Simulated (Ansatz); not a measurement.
Basis-set extrapolation for CH$_{6}$Cl$_{2}$SSi$_{2}$, SMILES `C[SiH](Cl)S[SiH2]Cl` (PBE0-D4/def2-TZVP geometry, frozen core, the Gaussian-basis code of Ansatz). Multiplicity 1, RHF reference.

|  | def2-TZVPP | def2-QZVPP |
| --- | --- | --- |
| HF | -1936.015017 | -1936.071497 |
| MP2 correlation | -0.974346 | -1.061002 |
| CCSD(T) correlation | -1.100599 | not run |

Energies in hartree. Use E(X) = E(∞) + A·exp(−7.88·√X) for Hartree–Fock and E(X) = E(∞) + B·X^(−2.97) for correlation, with X = 3 and 4, and add CCSD(T) minus MP2 of the smaller set to the MP2 limit.

Q: What is the CCSD(T) energy at the basis-set limit?

A: HF limit: -1936.071497 + (-0.056480) × 0.13774 = -1936.07928. MP2 limit: -1.061002 + (-0.086656) × 0.74074 = -1.12519. Higher-order term: -1.100599 − (-0.974346) = -0.12625. Total: -1937.33072 hartree, 135.0 kcal/mol below CCSD(T)/def2-TZVPP.
